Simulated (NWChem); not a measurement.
System: pentafluoroethane (C2HF5); SMILES FC(F)C(F)(F)F

```xyz
8

F      0.0541    -1.4530    -1.0920
C     -0.4373    -0.8550     0.0000
F      0.0541    -1.4530     1.0920
C     -0.0004     0.6113     0.0000
F      1.3188     0.7197     0.0000
F     -0.4823     1.2192     1.0791
F     -0.4823     1.2192    -1.0791
H     -1.5392    -0.9234     0.0000
```
Atoms are numbered in this order, from 1.

Computed with NWChem. Pople sets run with spherical d functions. The geometry was optimised at PBE0/def2-SVP. Level: PBE/6-31G* with SMD (1 M gas to 1 M solution), gas-phase geometry.

| solvent | dielectric constant | solvation free energy (kcal/mol) | cavity-dispersion-structure term (kcal/mol) | dipole in solution (D) |
|---|---|---|---|---|
| water | 78.4 | 2.3 | 4.7 | 1.51 |
| dimethyl sulfoxide | 46.8 | 0.1 | 2.6 | 1.51 |
| N,N-dimethylformamide | 37.2 | -0.4 | 2.0 | 1.50 |
| chloroform | 4.71 | -1.0 | 0.9 | ? |
| 1,4-dioxane | 2.21 | 0.6 | 1.9 | 1.33 |
| dichloromethane | 8.93 | -1.1 | 1.1 | 1.47 |

What belongs in the gaps?


- chloroform, dipole in solution (D): 1.42
